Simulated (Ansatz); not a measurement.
CH5ClFGaSi (`F[CH2][GaH][SiH2]Cl`). Total charge 0; spin multiplicity 1. Geometry: relaxed with PBE0-D4/def2-TZVP. It is one conformer, not always the lowest.

```xyz
10

F     0.218    1.090    1.960
C     0.887   -0.099    1.686
Ga    0.315   -0.885   -0.052
Si   -1.155    0.388   -1.483
Cl    0.168    1.559   -2.581
H     1.964    0.108    1.683
H     0.699   -0.794    2.513
H     0.929   -2.268   -0.481
H    -2.085    1.310   -0.784
H    -1.941   -0.409   -2.460
```

**Question.** What is the dipole moment at ωB97M-V/def2-TZVPP? (Best estimate.)

**Answer.** The calculation gave: 2.38 D, with components (0.02, -2.22, 0.85) D in this frame, pointing from negative to positive charge.

**Question.** And with PBE, r2SCAN, B3LYP? (Estimate.)

**Answer.** Ansatz gave: PBE 2.15 D, r2SCAN 2.24 D, B3LYP 2.34 D.

**Question.** Give the Mulliken charges with ωB97M-V, r2SCAN, B3LYP in def2-TZVPP. (Best estimate.)

**Answer.** The calculation gave: 
| atom | ωB97M-V | r2SCAN | B3LYP |
| --- | --- | --- | --- |
| F1 | -0.24 | -0.25 | -0.26 |
| C2 | -0.11 | 0.03 | -0.03 |
| Ga3 | 0.21 | 0.24 | 0.21 |
| Si4 | 0.19 | 0.29 | 0.30 |
| Cl5 | -0.24 | -0.27 | -0.27 |
| H6 | 0.11 | 0.06 | 0.10 |
| H7 | 0.11 | 0.06 | 0.09 |
| H8 | -0.01 | -0.05 | -0.04 |
| H9 | -0.01 | -0.06 | -0.04 |
| H10 | -0.02 | -0.07 | -0.05 |

B3LYP here is the variant with VWN-RPA as its local correlation; programs differ in this.
